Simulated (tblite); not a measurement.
Species: C₅H₁₁F₂GeN.
Numbering: `[CH3:1][N:2]1[CH2:3][CH2:4][C@@H:5]([F:6])[C@H:7]([F:8])[GeH2:9]1` (hydrogens: H10, H11, H12 on C1; H13, H14 on C3; H15, H16 on C4; H17 on C5; H18 on C7; H19, H20 on Ge9)

Computed with GFN2-xTB (tblite), gas phase: L-BFGS steps from a force-field or distance-geometry start until the largest atomic force falls under 0.01 eV/Å.

Step 67: E = -833.5293 eV
```
atom  x, y, z in Å  |  force x, y, z in eV/Å
C1      2.5762    0.1974   -0.1429    0.003  -0.001   0.001
N2      1.1592    0.1501    0.1620   -0.008   0.008  -0.013
C3      0.5913   -1.1756   -0.0147   -0.001  -0.011  -0.004
C4     -0.7845   -1.2863    0.6310    0.001   0.003  -0.007
C5     -1.8675   -0.5207   -0.1211    0.021   0.008   0.011
F6     -3.1033   -0.9548    0.3369    0.026  -0.003  -0.010
C7     -1.7487    0.9732    0.0977    0.001   0.001  -0.003
F8     -2.5317    1.6562   -0.8251   -0.013  -0.012   0.017
Ge9     0.1190    1.6045   -0.2089   -0.018   0.048   0.044
H10     3.1309   -0.4310    0.5585   -0.023  -0.019   0.003
H11     2.9261    1.2234   -0.0433   -0.012   0.009   0.030
H12     2.7983   -0.1445   -1.1605   -0.008   0.003  -0.005
H13     1.2621   -1.8896    0.4762    0.016  -0.011   0.014
H14     0.5314   -1.4616   -1.0759   -0.008  -0.020  -0.007
H15    -0.7315   -0.9043    1.6539    0.002  -0.027  -0.008
H16    -1.0823   -2.3362    0.6657    0.000   0.011   0.015
H17    -1.8522   -0.7541   -1.1936    0.006   0.022   0.002
H18    -2.1554    1.2242    1.0817    0.015   0.013   0.000
H19     0.5810    2.6853    0.7379   -0.009  -0.032  -0.030
H20     0.1766    2.1551   -1.6187    0.009   0.008  -0.049
```

Step 68: E = -833.5299 eV
```
atom  x, y, z in Å  |  force x, y, z in eV/Å
C1      2.5740    0.1977   -0.1439    0.006   0.000  -0.001
N2      1.1575    0.1507    0.1635   -0.002   0.005  -0.020
C3      0.5914   -1.1761   -0.0103    0.015  -0.009  -0.009
C4     -0.7857   -1.2867    0.6308   -0.002  -0.001  -0.012
C5     -1.8645   -0.5182   -0.1233    0.011   0.008   0.011
F6     -3.1023   -0.9554    0.3254    0.015  -0.003  -0.004
C7     -1.7477    0.9745    0.1023    0.005   0.000  -0.008
F8     -2.5348    1.6600   -0.8149   -0.020  -0.005   0.014
Ge9     0.1184    1.6057   -0.2113   -0.015   0.026   0.061
H10     3.1320   -0.4286    0.5572   -0.033  -0.015   0.006
H11     2.9225    1.2243   -0.0478   -0.003   0.013   0.031
H12     2.7943   -0.1465   -1.1610   -0.008   0.003  -0.009
H13     1.2621   -1.8874    0.4837    0.023  -0.020   0.035
H14     0.5368   -1.4684   -1.0701   -0.018  -0.004  -0.019
H15    -0.7359   -0.9096    1.6555    0.002  -0.019  -0.005
H16    -1.0856   -2.3358    0.6594    0.000  -0.006   0.021
H17    -1.8435   -0.7473   -1.1964    0.008   0.023  -0.004
H18    -2.1513    1.2202    1.0889    0.015   0.016   0.001
H19     0.5834    2.6876    0.7322   -0.007  -0.028  -0.031
H20     0.1737    2.1498   -1.6229    0.008   0.013  -0.056
```

Step 69: E = -833.5304 eV
```
atom  x, y, z in Å  |  force x, y, z in eV/Å
C1      2.5718    0.1979   -0.1450    0.002   0.004  -0.006
N2      1.1553    0.1514    0.1632    0.001  -0.002  -0.027
C3      0.5918   -1.1772   -0.0064    0.027  -0.008  -0.011
C4     -0.7866   -1.2873    0.6307   -0.001  -0.006  -0.013
C5     -1.8610   -0.5155   -0.1256   -0.001   0.007   0.008
F6     -3.1012   -0.9558    0.3125    0.003  -0.006   0.006
C7     -1.7471    0.9760    0.1074    0.009   0.000  -0.011
F8     -2.5390    1.6640   -0.8033   -0.026   0.001   0.008
Ge9     0.1170    1.6077   -0.2132   -0.005  -0.008   0.045
H10     3.1312   -0.4268    0.5564   -0.039  -0.010   0.007
H11     2.9184    1.2253   -0.0515    0.007   0.013   0.030
H12     2.7909   -0.1487   -1.1617   -0.007   0.008  -0.006
H13     1.2635   -1.8847    0.4914    0.020  -0.022   0.049
H14     0.5414   -1.4768   -1.0645   -0.023   0.016  -0.025
H15    -0.7396   -0.9153    1.6570    0.001  -0.007  -0.001
H16    -1.0889   -2.3353    0.6544    0.000  -0.023   0.021
H17    -1.8334   -0.7401   -1.1993    0.012   0.026  -0.012
H18    -2.1467    1.2165    1.0967    0.014   0.016   0.003
H19     0.5853    2.6899    0.7258   -0.001  -0.012  -0.020
H20     0.1718    2.1453   -1.6280    0.005   0.013  -0.045
```

Step 70: E = -833.5309 eV
```
atom  x, y, z in Å  |  force x, y, z in eV/Å
C1      2.5701    0.1980   -0.1458   -0.003   0.008  -0.005
N2      1.1533    0.1519    0.1605    0.000  -0.009  -0.027
C3      0.5923   -1.1783   -0.0048    0.027  -0.009  -0.007
C4     -0.7867   -1.2876    0.6309    0.000  -0.011  -0.010
C5     -1.8582   -0.5136   -0.1270   -0.009   0.003   0.002
F6     -3.1001   -0.9560    0.3029   -0.006  -0.010   0.015
C7     -1.7469    0.9772    0.1106    0.007   0.003  -0.008
F8     -2.5432    1.6665   -0.7950   -0.025   0.001   0.004
Ge9     0.1155    1.6093   -0.2144    0.006  -0.033   0.004
H10     3.1285   -0.4265    0.5570   -0.038  -0.004   0.005
H11     2.9153    1.2259   -0.0524    0.016   0.007   0.025
H12     2.7899   -0.1503   -1.1618   -0.003   0.013  -0.004
H13     1.2657   -1.8827    0.4958    0.009  -0.018   0.051
H14     0.5428   -1.4838   -1.0615   -0.020   0.029  -0.023
H15    -0.7408   -0.9187    1.6583    0.002   0.006   0.001
H16    -1.0910   -2.3349    0.6533    0.001  -0.031   0.014
H17    -1.8254   -0.7352   -1.2012    0.013   0.029  -0.013
H18    -2.1430    1.2149    1.1020    0.013   0.011   0.003
H19     0.5858    2.6906    0.7215    0.008   0.006  -0.004
H20     0.1711    2.1441   -1.6320    0.000   0.008  -0.022
```

**Question.** Estimate the geometry and energy of step 71. (The exact step hangs on the optimiser's Hessian estimate; all steps are aligned on step 70, rigid shifts and turns removed.)

**Answer.** E = -833.5313 eV, largest force 0.055 eV/Å
```
atom  x, y, z in Å  |  force x, y, z in eV/Å
C1      2.5691    0.1980   -0.1460   -0.007   0.009  -0.004
N2      1.1516    0.1519    0.1564   -0.003  -0.014  -0.021
C3      0.5928   -1.1795   -0.0054    0.014  -0.012  -0.001
C4     -0.7861   -1.2878    0.6314    0.002  -0.014  -0.003
C5     -1.8565   -0.5126   -0.1272   -0.009  -0.003  -0.001
F6     -3.0991   -0.9562    0.2984   -0.011  -0.013   0.020
C7     -1.7470    0.9781    0.1117    0.005   0.002  -0.003
F8     -2.5467    1.6669   -0.7910   -0.022   0.002   0.000
Ge9     0.1142    1.6101   -0.2153    0.016  -0.039  -0.035
H10     3.1243   -0.4276    0.5582   -0.031  -0.001   0.004
H11     2.9136    1.2260   -0.0502    0.020   0.001   0.019
H12     2.7908   -0.1506   -1.1615    0.003   0.020  -0.003
H13     1.2681   -1.8817    0.4969   -0.005  -0.009   0.042
H14     0.5415   -1.4881   -1.0613   -0.011   0.032  -0.016
H15    -0.7395   -0.9196    1.6590    0.002   0.014  -0.002
H16    -1.0918   -2.3348    0.6554    0.003  -0.026   0.004
H17    -1.8207   -0.7327   -1.2018    0.012   0.029  -0.012
H18    -2.1408    1.2153    1.1041    0.012   0.004   0.005
H19     0.5859    2.6901    0.7199    0.014   0.017   0.006
H20     0.1712    2.1456   -1.6347   -0.004   0.001   0.001
```

The energy changes by -0.0004 eV. The first-order estimate −F·Δx gives -0.0005 eV and the mean of the old and new forces, exact on a quadratic surface, -0.0004 eV. The step makes an angle of 72° with the force vector and moves no atom by more than 0.005 Å.

The cost below is that of the whole relaxation. Time: 1.2 s of wall time. Hardware: Arm Neoverse V1, one thread, shared host with 32 logical CPUs at a one-minute load of 27.
